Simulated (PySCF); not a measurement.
**Be₂S₂: fields on a plane**

These are results of PySCF, PBE0, basis Be def2-TZVP, S def2-TZVP (no relativity, density fitting), not measurements.

The singlet minimum has Be–S 1.924 Å (×4); Be–S–Be 60.8° (×2), S–Be–S 119.2° (×2).

The plane holds Be1 at (0.00, 0.00), Be2 at (1.95, 0.00), S3 at (0.97, 1.66), S4 at (0.97, -1.66) Å. Columns run from x = -1.95 to 4.35 Å, rows from y = 4.05 (top) to -3.75 Å, in steps of 0.3 Å. Other isomers or separated fragments may lie lower.

Task: Give the electron localisation function (set to 0 where the density is under 0.005 e/Å³). Lower edges of the bins: '0' 0.000, '1' 0.100, '2' 0.200, '3' 0.300, '4' 0.400, '5' 0.500, '6' 0.600, '7' 0.700, '8' 0.800, '9' 0.900; top 1.00.

Result: 
```
0000000000000000000000
0000000011211000000000
0000001345543200000000
0000013567776421000000
0000135788887642000000
0000246889998753100000
0001357884378764200000
0002357823707864210000
0013567708235875420000
0024678833607887531000
0035788884368888642000
0024676788788777631000
0011100026650000110000
0000009903406990000000
0000009903406990000000
0011100026650000110000
0024676788788777631000
0035788884368888642000
0024678833607887531000
0013567708235875420000
0002357823707864210000
0001357884378764200000
0000246889998753100000
0000135788887642000000
0000013567776421000000
0000001345543200000000
0000000011211000000000
```

Task: Give the lowest empty orbital (Å^-3/2) at -2.80 eV (cut at ±0.3; overall sign arbitrary). Lower edges of the bins (Å^-3/2): '_' -0.300, '.' -0.244, ':' -0.187, '-' -0.131, '=' -0.075, '+' -0.019, '*' 0.038, '#' 0.094, '%' 0.150, '@' 0.207; top 0.26, each point printed twice.

Result: 
```
++++++++++++++++++++++++++++++++++++++++++++
++++++++++++++++++++++++++++++++++++++++++++
++++++++++++++++++++++++++++++++++++++++++++
++++++++++++++++++++++++++++++++++++++++++++
++++++++++++++++++++++++++++++++++++++++++++
============++++++******++++++============++
==============++********++++================
==============++++++++++++==================
======------====++--====++====------========
==------------==++******++==----------======
------::::::--==**##%%##++--::::::::----====
----::......::==**##%%##++--......::::----==
--::..______::++##%%%%##**==..____..::----==
--::..______==@@%%%%%%%%@@%%______..::::--==
--::..______==@@%%%%%%%%@@%%______..::::--==
--::..______::++##%%%%##**==..____..::----==
----::......::==**##%%##++--......::::----==
------::::::--==**##%%##++--::::::::----====
==------------==++******++==----------======
======------====++--====++====------========
==============++++++++++++==================
==============++********++++================
============++++++******++++++============++
++++++++++++++++++++++++++++++++++++++++++++
++++++++++++++++++++++++++++++++++++++++++++
++++++++++++++++++++++++++++++++++++++++++++
++++++++++++++++++++++++++++++++++++++++++++
```
